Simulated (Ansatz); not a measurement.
Calculated with Ansatz (gas phase, PBE0-D4/def2-TZVP geometries, no zero-point term in ΔE). CBS: MP2 limit from def2 TZ/QZ plus the TZ coupled-cluster correction, frozen cores. This one scheme is used for every species. DFT in def2-TZVPP. Each species was taken in one conformer, which may not be the lowest.

`N[SiH](O)[SiH2]F` + `N[SiH](O)F` → `N[Si@H](F)O[Si@@H](N)O` + `F[SiH3]`  (cleavage of the Si–Si bond)

```json
{"level": "ωB97X-V", "ΔE (kJ/mol)": "-153.8"}
{"level": "SCS-MP2/def2-QZVPP", "ΔE (kJ/mol)": "-168.9"}
```

(1) What does CCSD(T)/CBS give? (Estimate.)

Largest T1 diagnostic among the species: 0.012.

Results:

(1) Computed: -159.0 kJ/mol. The listed levels differ from it by 5.2, -9.9 kJ/mol.

In def2-TZVPP, CCSD(T) changes the Hartree–Fock value by +24.0 kJ/mol (the triples alone add +3.5 kJ/mol) and MP2 by +18.1 kJ/mol. From PBE to PBE0 (25 % exact exchange), in def2-TZVPP and without D4, ΔE moves by −13.3 kJ/mol.
